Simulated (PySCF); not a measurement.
# Excitation energy of Sc⁺ by level of theory

Sc⁺ [Ar] 3d1 4s1 (3D) → Sc⁺ [Ar] 3d1 4p1 (high-spin determinant), as a difference of total energies. Computed with PySCF 2.14 in dyall-av2z (16s12p7d2f, 101 functions), with the non-relativistic Hamiltonian (point nucleus). Correlated levels: valence: [Ar] frozen; virtual orbitals above 40 to 60 times the deepest correlated orbital energy dropped. The calculations carry no spin-orbit coupling.

```
           method  excitation energy (eV)
              UHF                   3.176
    MP2 (valence)                   3.200
SCS-MP2 (valence)                   3.184
   CCSD (valence)                   3.201
```

Problem. How much does correlation contribute at MP2 (valence)?

Solution. 3.200 − (3.176) = 0.024 eV, measured against UHF.

A first-order spin-orbit estimate (lowest level to lowest level, LS coupling) adds -0.009 eV.

With two correlated electrons CCSD is exact in that space.

The determinant of the upper state mixes LS terms, which raises its energy above the lowest term, most at the Hartree-Fock and MP2 levels.
